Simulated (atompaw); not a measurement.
# Pseudopotential generation for helium: PAW (atompaw), PBE, scalar-relativistic.

atompaw 4.2.0.5 was run on this input:

```
He 2
GGA-PBE scalarrelativistic loggrid 1500 logderivrange -4 5 226
1 0 0 0 0 0
1 0 1.5
0 0 0
v
1
0.65 0.50 0.50 0.65
y
-1.45
n
y
-0.15
n
custom rrkj vanderbiltortho besselshape
2 0 troulliermartins
0.60
0.60
0.65
PWSCFOUT
UPFDX 0.0125d0 UPFXMIN -7.d0 UPFZMESH 2.d0
END
```

Command:

```bash
atompaw < He.input > He.log
```

The program printed (summary file):

```
Completed calculations for He (AE)

 Exchange-correlation type: GGA, Perdew-Burke-Ernzerhof

 Radial integration grid is logarithmic
 r0 =   3.3613967E-03 h =   6.7227934E-03   n =      1500 rmax =   8.0000000E+01

 Scalar relativistic calculation

 AEatom converged in  16 iterations
   nz     =   2.00
   delta  =       3.401705037232E-17

 All Electron Orbital energies:
  n  l      occupancy      energy
  1  0      1.5000000E+00 -1.9639737E+00

 Total energy
   Total                    :       -5.01055148759016

 ---
 Completed calculations for He (SC)

 Exchange-correlation type: GGA, Perdew-Burke-Ernzerhof

 Radial integration grid is logarithmic
 r0 =   3.3613967E-03 h =   6.7227934E-03   n =      1500 rmax =   8.0000000E+01

 Scalar relativistic calculation

 SCatom converged in   1 iterations
   nz     =   2.00
   delta  =       2.509583464102E-19

 Valence Electron Orbital energies:
  n  l      occupancy      energy
   1  0      1.5000000E+00 -1.9639737E+00

 Total energy
   Total                    :       -5.01055148759014
   Valence                  :       -5.01055148759014

 PAW parameters:
       lmax =            1
         rc =   0.65058581154326978
        irc =          785
   rc_shape =   0.49976311771387660
    rc_vloc =   0.49976311771387660
    rc_core =   0.65058581154326978
   Vloc: Norm-conserving Troullier-Martins with l= 2;e=   0.0000E+00
   Projector type: RRKJ pseudization + Vanderbilt ortho.
   Bessel compensation charge shape zeroed at   4.9976E-01

 Number of basis functions     3
 No.   n  nodes  l      Energy         Cp coeff         Occ
  1    1    0    0   -0.1963974E+01  0.1930180E+05  0.1500000E+01
  2  999    1    0   -0.1450000E+01  0.1561607E+05  0.0000000E+00
  3  999    0    1   -0.1500000E+00 -0.2040519E+03  0.0000000E+00

 Eigenvalues of overlap operator (in the basis of projectors):
    1        1.54951406E+00
    2        1.49996166E+02
    3        5.11411144E+04

 Orbital leakage outside PAW augmentation regions
   orb  is_core?  %out_of_sphere
   1 0    F          58.49

 Summary of PAW energies
   Total valence energy     :     -5.01060951415788
   Smooth energy            :     10.98046234408496
   One center               :    -15.99107185824285
   Smooth kinetic           :      4.45347766210387
   Vloc energy              :     -0.11388589001827
   Smooth exch-corr         :     -1.50941000638398
   One-center xc            :     -0.06694730359269
```

The run took about 0.34 s on one core of a shared server CPU.
